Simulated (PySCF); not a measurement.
C3H8B, doublet, geometry from GFN2-xTB; DF-CAMB3LYP/6-311G** run with PySCF.

Here is a job for PySCF.
```python
from pyscf import gto, scf, dft

mol = gto.M(
    atom='''
C    -0.26820563    1.49953946    0.44604788
B    -0.01277499    0.07989247    0.02288580
C     1.46242388   -0.51063002    0.01113336
C    -1.21635142   -0.85944276   -0.41893968
H    -1.12464021    2.07346567    0.12608431
H     0.38611763    2.05334733    1.10212660
H     1.48209708   -1.54982332    0.33326840
H     2.15045462    0.05551019    0.63420997
H     1.86850661   -0.49764805   -0.99999541
H    -2.05209720   -0.29724337   -0.82914460
H    -0.91067401   -1.60495894   -1.14954611
H    -1.60309058   -1.40891194    0.43911857
''',
    basis='6-311g**',
    spin=1,
    verbose=4,
)

mf = dft.UKS(mol)
mf.xc = 'camb3lyp'
mf = mf.density_fit(auxbasis='def2-universal-jkfit')
mf.kernel()
```

The log (banner, timings and long lists left out):

```
PySCF version 2.14.0

[INPUT] verbose = 4
[INPUT] num. atoms = 12
[INPUT] num. electrons = 31
[INPUT] charge = 0
[INPUT] spin (= nelec alpha-beta = 2S) = 1
[INPUT] symmetry False subgroup None
[INPUT] Mole.unit = angstrom
[INPUT] Symbol           X                Y                Z      unit          X                Y                Z       unit  Magmom
[INPUT]  1 C     -0.268205630000   1.499539460000   0.446047880000 AA   -0.506835185766   2.833718892378   0.842908331643 Bohr   0.0
[INPUT]  2 B     -0.012774990000   0.079892470000   0.022885800000 AA   -0.024141232344   0.150974887715   0.043247894142 Bohr   0.0
[INPUT]  3 C      1.462423880000  -0.510630020000   0.011133360000 AA    2.763580611224  -0.964950888781   0.021039001246 Bohr   0.0
[INPUT]  4 C     -1.216351420000  -0.859442760000  -0.418939680000 AA   -2.298571055026  -1.624111436140  -0.791681257913 Bohr   0.0
[INPUT]  5 H     -1.124640210000   2.073465670000   0.126084310000 AA   -2.125261985573   3.918282244988   0.238264814505 Bohr   0.0
[INPUT]  6 H      0.386117630000   2.053347330000   1.102126600000 AA    0.729656572566   3.880264092307   2.082717428598 Bohr   0.0
[INPUT]  7 H      1.482097080000  -1.549823320000   0.333268400000 AA    2.800757571218  -2.928741616264   0.629786001972 Bohr   0.0
[INPUT]  8 H      2.150454620000   0.055510190000   0.634209970000 AA    4.063770275106   0.104899056223   1.198483148769 Bohr   0.0
[INPUT]  9 H      1.868506610000  -0.497648050000  -0.999995410000 AA    3.530965754840  -0.940418520924  -1.889717450722 Bohr   0.0
[INPUT] 10 H     -2.052097200000  -0.297243370000  -0.829144600000 AA   -3.877901688987  -0.561708561643  -1.566856211662 Bohr   0.0
[INPUT] 11 H     -0.910674010000  -1.604958940000  -1.149546110000 AA   -1.720924467659  -3.032932837772  -2.172327315459 Bohr   0.0
[INPUT] 12 H     -1.603090580000  -1.408911940000   0.439118570000 AA   -3.029402149070  -2.662457700230   0.829813833511 Bohr   0.0

nuclear repulsion = 105.477544664201
number of shells = 64
number of NR pGTOs = 188
number of NR cGTOs = 120
basis = 6-311g**
ecp = {}

******** <class 'pyscf.df.df_jk.DFUKS'> ********
method = DFUKS
initial guess = minao
damping factor = 0
level_shift factor = 0
DIIS = <class 'pyscf.scf.diis.CDIIS'>
diis_start_cycle = 1
diis_space = 8
diis_damp = 0
SCF conv_tol = 1e-09
SCF conv_tol_grad = None
SCF max_cycles = 50
direct_scf = False
number electrons alpha = 16  beta = 15
XC library pyscf.dft.libxc version 7.1.2
    S. Lehtola, C. Steigemann, M. J. T. Oliveira, and M. A. L. Marques,  SoftwareX 7, 1–5 (2018)
XC functionals = camb3lyp
    T. Yanai, D. P. Tew, and N. C. Handy,  Chem. Phys. Lett. 393, 51 (2004)
radial grids:
    Treutler-Ahlrichs [JCP 102, 346 (1995); DOI:10.1063/1.469408] (M4) radial grids

becke partition: Becke, JCP 88, 2547 (1988); DOI:10.1063/1.454033
pruning grids: <function nwchem_prune>
grids dens level: 3
symmetrized grids: False
atomic radii adjust function: <function treutler_atomic_radii_adjust>
small_rho_cutoff = 0
Set gradient conv threshold to 3.16228e-05
tot grids = 134864
******** <class 'pyscf.df.df.DF'> ********
auxbasis = def2-universal-jkfit
Create RSH-DF object <pyscf.df.df.DF object> for omega=0.33
******** <class 'pyscf.df.df.DF'> ********
auxbasis = auxmol.basis = def2-universal-jkfit
init E= -144.034294792012

cycle= 1 E= -143.846399650023  delta_E= 0.188  |g|= 0.263  |ddm|= 1.69
cycle= 2 E= -143.861967360315  delta_E= -0.0156  |g|= 0.217  |ddm|= 0.352
cycle= 3 E= -143.885742450034  delta_E= -0.0238  |g|= 0.0178  |ddm|= 0.155
cycle= 4 E= -143.88605191511  delta_E= -0.000309  |g|= 0.00945  |ddm|= 0.025
cycle= 5 E= -143.886116418945  delta_E= -6.45e-05  |g|= 0.00241  |ddm|= 0.00817
cycle= 6 E= -143.886132855692  delta_E= -1.64e-05  |g|= 0.000804  |ddm|= 0.00579
cycle= 7 E= -143.886134647558  delta_E= -1.79e-06  |g|= 0.000209  |ddm|= 0.00224
cycle= 8 E= -143.886134743508  delta_E= -9.59e-08  |g|= 8.53e-05  |ddm|= 0.000412
cycle= 9 E= -143.886134762055  delta_E= -1.85e-08  |g|= 3.69e-05  |ddm|= 0.000174
cycle= 10 E= -143.88613476511  delta_E= -3.06e-09  |g|= 1.06e-05  |ddm|= 7.28e-05
cycle= 11 E= -143.886134765445  delta_E= -3.34e-10  |g|= 3.78e-06  |ddm|= 2.62e-05
Extra cycle  E= -143.88613476547  delta_E= -2.57e-11  |g|= 2.33e-06  |ddm|= 6.61e-06
converged SCF energy = -143.88613476547  <S^2> = 0.75293233  2S+1 = 2.0029302
```
